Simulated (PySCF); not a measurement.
Nuclear quadrupole coupling in SiEt2(NCO)2

Species: SiEt2(NCO)2, C6H10N2O2Si.
Cartesian coordinates in Å at the PBE0-D3(BJ)/def2-SVP level; atoms count from 1:
```xyz
21
C6H10N2O2Si angstrom
Si     0.0707   -0.0004    0.0704
C     -0.1080   -0.0689    1.9249
C     -1.5513   -0.0590    2.4199
H      0.4536    0.7870    2.3396
H      0.4203   -0.9736    2.2743
H     -1.6038   -0.1025    3.5184
H     -2.0791    0.8525    2.0991
H     -2.1160   -0.9191    2.0278
C      1.8308   -0.0434   -0.5425
C      1.9634    0.0150   -2.0619
H      2.2980   -0.9605   -0.1423
H      2.3651    0.7997   -0.0700
H      3.0168   -0.0161   -2.3790
H      1.4480   -0.8314   -2.5416
H      1.5231    0.9392   -2.4669
N     -0.6826    1.4419   -0.5132
C     -1.2525    2.3703   -1.0088
O     -1.7992    3.2865   -1.4841
N     -0.7897   -1.3296   -0.6239
C     -1.4704   -2.1699   -1.1371
O     -2.1239   -3.0017   -1.6327
```

Field gradients from the PBE0/pcSseg-1 density (PySCF, non-relativistic), principal values in atomic units, ordered |Vxx| ≤ |Vyy| ≤ |Vzz|:

```
atom      Vxx      Vyy     Vzz
 N16  -0.2322  -0.2334  0.4656
 O18  -0.3361  -0.3755  0.7116
 N19  -0.2323  -0.2332  0.4655
 O21  -0.3366  -0.3767  0.7133
```

Q: Find the asymmetry η = (Vxx − Vyy)/Vzz and the couplings χ = eQV/h (234.96 MHz × Q in barn × V in au), with Q(14N) = 0.02044 b, Q(17O) = −0.0256 b.

A: 
```
atom                  environment  nucleus     η  χzz (MHz)  χxx (MHz)  χyy (MHz)
 N16  nitrogen bonded to C and Si      14N  0.00      2.236     -1.115     -1.121
 O18           oxygen bonded to C      17O  0.06     -4.280      2.021      2.259
 N19  nitrogen bonded to C and Si      14N  0.00      2.235     -1.116     -1.120
 O21           oxygen bonded to C      17O  0.06     -4.291      2.025      2.266
```

The gradient is axial or nearly so (η below 0.05) at N16 and N19. The tensor is traceless: Vxx + Vyy + Vzz = 0.

Q: What is Vzz at O21 in SI units (1 au = 9.71736 × 10²¹ V/m²)?

A: 0.7133 au = 6.931 × 10²¹ V/m².

Q: And the gradient at the other heavy atoms, for which no coupling is worked out here?

A: 
| atom | environment | Vzz (au) | η |
| --- | --- | --- | --- |
| Si1 | silicon bonded to 2 C and 2 N | -0.774 | 0.72 |
| C2 | carbon bonded to C, Si and 2 H | -0.091 | 0.43 |
| C3 | carbon bonded to C and 3 H | 0.094 | 0.04 |
| C9 | carbon bonded to C, Si and 2 H | -0.092 | 0.43 |
| C10 | carbon bonded to C and 3 H | 0.094 | 0.04 |
| C17 | carbon bonded to N and O | -0.437 | 0.03 |
| C20 | carbon bonded to N and O | -0.437 | 0.03 |

Were the hydrogens deuterons (Q(2H) = 0.00286 b), χzz would run from 193 kHz (H4, H5, H12 and H11) to 196 kHz (H13 and H6).

The structure is a single PBE0-D3(BJ)/def2-SVP conformer in the gas phase; no vibrational or solvent corrections. The basis is small and wasn't made for field gradients, so the couplings can be 20 % off.

These values come from a run that also computed NMR shieldings. Hardware: an Intel Xeon 6975P-C with 2 threads, shared host with 192 logical CPUs at a one-minute load of 69. Cost: 32 s wall, 79 s CPU (with the writing of density and orbital grids), 2.1 GiB resident at most.
